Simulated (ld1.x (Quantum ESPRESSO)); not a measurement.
**Transferability test, TM potential for molybdenum (Mo)**

ld1.x (Quantum ESPRESSO) 7.5 input, shortened:

```
&input
   title='Mo', zed=42., rel=2, dft='PBE', iswitch=3,
   config='[Kr] 4d3 5s0 5p0', rel_dist='average'
 /
 &inputp
   pseudotype=2, tm=.true., lloc=1,
   nlcc=.false.
 /
3
5S  1  0   0.00   0.00  2.50  2.50  0.0
4D  3  2   3.00   0.00  1.55  1.55  0.0
4P  2  1   6.00   0.00  1.20  1.20  0.0
 &test
   configts(1)='4p6 4d3 5s0 5p0'
 /
```

Open shells are filled in proportion to 2j + 1 (rel_dist='average').

Energies are relative to the spin-unpolarised reference configuration 4p6 4d3 5s0 5p0; without spin polarisation the order of configurations can differ from experiment. The p channel is local and has no spin–orbit splitting in the pseudo-atom.

```csv
valence configuration,charge,ΔE all-electron (eV),error AE − PS (meV)
4p6 4d5 5s1 5p0,0,-49.093,-139
4p6 4d5 5s0 5p0,+1,-42.202,+22
4p6 4d4 5s1 5p0,+1,-41.029,-11
4p6 4d5 5s0.5 5p0,+0.5,-46.365,-45
4p6 4d5.5 5s0.5 5p0,0,-48.813,-80
```

Question: What are ΔE and the potential's error for 4p5 4d5 5s1 5p0?

Answer: ΔE = -5.080 eV all-electron; the error (AE − PS) is +31 meV.

Question: What are ΔE and the potential's error for 4p6 4d4 5s0 5p0?

Answer: ΔE = -26.741 eV all-electron; the error (AE − PS) is +5.0 meV.

Note: ghost states, extra bound levels that the all-electron valence spectrum of the same l lacks: p1/2 at -70.0 eV, s at -42.1 eV. A true bound ghost makes a file unfit for plane-wave use. The potential misses its own reference levels by up to 1.7 eV, so it is not fit for use.
